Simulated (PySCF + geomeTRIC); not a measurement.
The multiplicity is imposed and other spin states were not computed.

Calculation: PySCF + geomeTRIC with BP86-D3(BJ)/def2-SVP. fastk is a local helper that only speeds up exchange builds. No frequencies were computed at this level.

```python
import json, numpy as np
from pyscf import gto, dft
from fastk import lowrank_exchange
atoms = """
Rh     0.000003    -0.000002    -0.000001
Cl    -0.620222     1.893931     0.567116
Cl    -1.401723    -1.451548    -0.470582
Cl     2.021941    -0.442380    -0.096532
"""
def scf(charge, spin, dm0=None):
    mol = gto.M(atom=atoms, basis='def2-svp', ecp={'Rh': 'def2-svp'}, charge=charge, spin=spin, verbose=3, max_memory=5040)
    mf = dft.KS(mol, xc='bp86').density_fit(auxbasis="def2-universal-jkfit")
    mf.disp = 'd3bj'
    mf.grids.level = 3
    mf.conv_tol = 1e-8
    mf.max_cycle = 120
    mf.level_shift = 0.25
    mf.kernel(dm0)
    if not mf.converged:
        mf = mf.newton().run(mf.mo_coeff, mf.mo_occ).undo_soscf()
    return mf
mf = scf(0, 0)
from pyscf.geomopt.geometric_solver import kernel as optimize
path = []
done, mol = optimize(mf, maxsteps=120, assert_convergence=False, callback=lambda env: path.append((env["energy"], bool(env["g_scanner"].converged))))
res = dict(converged=bool(done and path[-1][1]), energy=path[-1][0], path=[e for e, c in path], xyz=mol.atom_coords(unit="Angstrom").tolist(), nao=mol.nao)
json.dump(res, open("result.json", "w"))
```

Output:

```
converged SCF energy = -1490.99655538657
Geometry optimization cycle 1
converged SCF energy = -1490.99655535408
cycle 1: E = -1490.99655535  dE = -1491  norm(grad) = 0.0812911
Geometry optimization cycle 2
converged SCF energy = -1491.00931205074
cycle 2: E = -1491.00931205  dE = -0.0127567  norm(grad) = 0.00994528
Geometry optimization cycle 3
converged SCF energy = -1491.00957404696
cycle 3: E = -1491.00957405  dE = -0.000261996  norm(grad) = 0.00263095
Geometry optimization cycle 4
SCF not converged.
cycle 4: E = -1491.01040967  dE = -0.000835624  norm(grad) = 0.0101462
Geometry optimization cycle 5
SCF not converged.
cycle 5: E = -1491.01598424  dE = -0.00557457  norm(grad) = 0.015771
Geometry optimization cycle 6
converged SCF energy = -1491.01391105533
cycle 6: E = -1491.01391106  dE = 0.00207319  norm(grad) = 0.0124833
Geometry optimization cycle 7
converged SCF energy = -1491.0165489247
cycle 7: E = -1491.01654892  dE = -0.00263787  norm(grad) = 0.00960926
Geometry optimization cycle 8
converged SCF energy = -1491.01809239477
cycle 8: E = -1491.01809239  dE = -0.00154347  norm(grad) = 0.00680245
Geometry optimization cycle 9
converged SCF energy = -1491.01796232654
cycle 9: E = -1491.01796233  dE = 0.000130068  norm(grad) = 0.0171042
Geometry optimization cycle 10
converged SCF energy = -1491.01857762941
cycle 10: E = -1491.01857763  dE = -0.000615303  norm(grad) = 0.0164004
Geometry optimization cycle 11
converged SCF energy = -1491.01879473997
cycle 11: E = -1491.01879474  dE = -0.000217111  norm(grad) = 0.00791344
Geometry optimization cycle 12
converged SCF energy = -1491.0191330382
cycle 12: E = -1491.01913304  dE = -0.000338298  norm(grad) = 0.00315796
Geometry optimization cycle 13
converged SCF energy = -1491.01923477786
cycle 13: E = -1491.01923478  dE = -0.00010174  norm(grad) = 0.000528901
Geometry optimization cycle 14
converged SCF energy = -1491.01924377996
cycle 14: E = -1491.01924378  dE = -9.00211e-06  norm(grad) = 0.00032033
Geometry optimization cycle 15
converged SCF energy = -1491.01924471035
cycle 15: E = -1491.01924471  dE = -9.30382e-07  norm(grad) = 0.000276607
<class 'geometric.internal.Distance'> : 3
<class 'geometric.internal.Angle'> : 2
<class 'geometric.internal.OutOfPlane'> : 1
<class 'geometric.internal.TranslationX'> : 1
<class 'geometric.internal.TranslationY'> : 1
<class 'geometric.internal.TranslationZ'> : 1
<class 'geometric.internal.RotationA'> : 1
<class 'geometric.internal.RotationB'> : 1
<class 'geometric.internal.RotationC'> : 1
Step    0 : Gradient = 4.065e-02/4.697e-02 (rms/max) Energy = -1490.9965553541
Step    1 : Displace = 7.823e-02/9.049e-02 (rms/max) Trust = 1.000e-01 (=) Grad = 4.973e-03/5.772e-03 (rms/max) E (change) = -1491.0093120507 (-1.276e-02) Quality = 1.062
Step    2 : Displace = 1.152e-02/1.300e-02 (rms/max) Trust = 1.414e-01 (+) Grad = 1.315e-03/1.389e-03 (rms/max) E (change) = -1491.0095740470 (-2.620e-04) Quality = 1.268
Step    3 : Displace = 3.836e-02/6.473e-02 (rms/max) Trust = 2.000e-01 (+) Grad = 5.073e-03/8.476e-03 (rms/max) E (change) = -1491.0104096708 (-8.356e-04) Quality = 6.203
Step    4 : Displace = 2.931e-01/3.967e-01 (rms/max) Trust = 2.828e-01 (+) Grad = 7.886e-03/8.719e-03 (rms/max) E (change) = -1491.0159842419 (-5.575e-03) Quality = 1.542
Step    5 : Displace = 2.536e-01/2.894e-01 (rms/max) Trust = 3.000e-01 (+) Grad = 6.242e-03/1.080e-02 (rms/max) E (change) = -1491.0139110553 (+2.073e-03) Quality = -0.440
Step    6 : Displace = 6.356e-02/1.062e-01 (rms/max) Trust = 1.268e-01 (-) Grad = 4.805e-03/8.223e-03 (rms/max) E (change) = -1491.0165489247 (-2.638e-03) Quality = 1.956
Step    7 : Displace = 9.585e-02/1.165e-01 (rms/max) Trust = 1.793e-01 (+) Grad = 3.401e-03/5.736e-03 (rms/max) E (change) = -1491.0180923948 (-1.543e-03) Quality = 0.854
Step    8 : Displace = 1.407e-01/2.235e-01 (rms/max) Trust = 2.536e-01 (+) Grad = 8.552e-03/1.149e-02 (rms/max) E (change) = -1491.0179623265 (+1.301e-04) Quality = -0.205
Step    9 : Displace = 6.964e-02/8.594e-02 (rms/max) Trust = 7.033e-02 (-) Grad = 8.200e-03/9.160e-03 (rms/max) E (change) = -1491.0185776294 (-6.153e-04) Quality = 0.484
Step   10 : Displace = 6.433e-02/7.563e-02 (rms/max) Trust = 7.033e-02 (=) Grad = 3.957e-03/4.205e-03 (rms/max) E (change) = -1491.0187947400 (-2.171e-04) Quality = 0.206
Step   11 : Displace = 3.114e-02/3.795e-02 (rms/max) Trust = 3.217e-02 (-) Grad = 1.579e-03/1.888e-03 (rms/max) E (change) = -1491.0191330382 (-3.383e-04) Quality = 1.063
Step   12 : Displace = 4.586e-02/5.540e-02 (rms/max) Trust = 4.549e-02 (+) Grad = 2.645e-04/3.922e-04 (rms/max) E (change) = -1491.0192347779 (-1.017e-04) Quality = 0.694
Step   13 : Displace = 1.144e-02/1.338e-02 (rms/max) Trust = 4.549e-02 (=) Grad = 1.602e-04/2.268e-04 (rms/max) E (change) = -1491.0192437800 (-9.002e-06) Quality = 0.975
Step   14 : Displace = 7.738e-04/9.113e-04 (rms/max) Trust = 6.433e-02 (+) Grad = 1.383e-04/1.955e-04 (rms/max) E (change) = -1491.0192447103 (-9.304e-07) Quality = 0.971
Converged! =D
```

Cost: roughly 10 core-minutes.
